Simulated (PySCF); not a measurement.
Molecule: `C[NH+]1[BH2-][NH2+][BH2-]1`, CH10B2N2.

Geometry (Å), atoms numbered from 1 in this order:
```xyz
15

C     1.778   -0.155   -0.257
N     0.536    0.067    0.470
B    -0.492    1.139   -0.099
N    -1.636    0.047   -0.234
B    -0.617   -1.022    0.347
H     1.547   -0.363   -1.299
H     2.416    0.730   -0.214
H     2.321   -1.008    0.155
H     0.770    0.254    1.437
H    -0.762    1.968    0.709
H    -0.155    1.564   -1.154
H    -1.946   -0.132   -1.179
H    -2.456    0.213    0.336
H    -0.352   -1.862   -0.448
H    -0.957   -1.432    1.410
```

Frames of a GFN2-xTB Langevin trajectory at 400 K; GIAO PBE0/pcSseg-1 shieldings in PySCF, gas phase, non-relativistic; equivalent atoms averaged within each frame.

Referencing at the same level of theory: 13C (σref 186.93) and 1H (σref 31.72) vs TMS; 15N (σref 267.73) against NH3; 11B (σref 100.07) vs BF3·OEt2. The references are static minima.

How do the shifts (ppm) fluctuate along the trajectory?

Answers


```csv
time (fs),C1,N2,N4,B3/B5,H11/H14,H10/H15,H12,H6/H7/H8,H9,H13
optimised geometry,41.8,27.4,19.8,-11.7,3.04,3.40,1.78,2.49,1.76,1.68
250,37.5,39.5,25.9,-6.2,3.73,3.45,1.88,1.54,0.97,0.71
425,45.7,33.7,15.0,-13.0,3.54,3.37,1.40,3.12,3.05,1.24
625,37.1,27.4,22.5,-12.1,3.30,4.20,1.56,2.31,1.29,1.65
800,49.1,28.2,34.7,-9.8,3.60,4.02,3.02,3.64,1.72,2.44
1000,42.6,34.6,22.8,-9.8,2.87,4.08,0.64,2.69,1.25,2.36
mean of frames,42.4,32.7,24.2,-10.2,3.41,3.82,1.70,2.66,1.66,1.68
standard deviation,5.2,5.0,7.1,2.6,0.34,0.39,0.87,0.80,0.82,0.74
```

5 frames give an uncertainty of the mean of about the standard deviation over 2.2 at best, since frames this close in time may not be independent; classical motion lacks zero-point vibration, and the reference would need the same averaging.
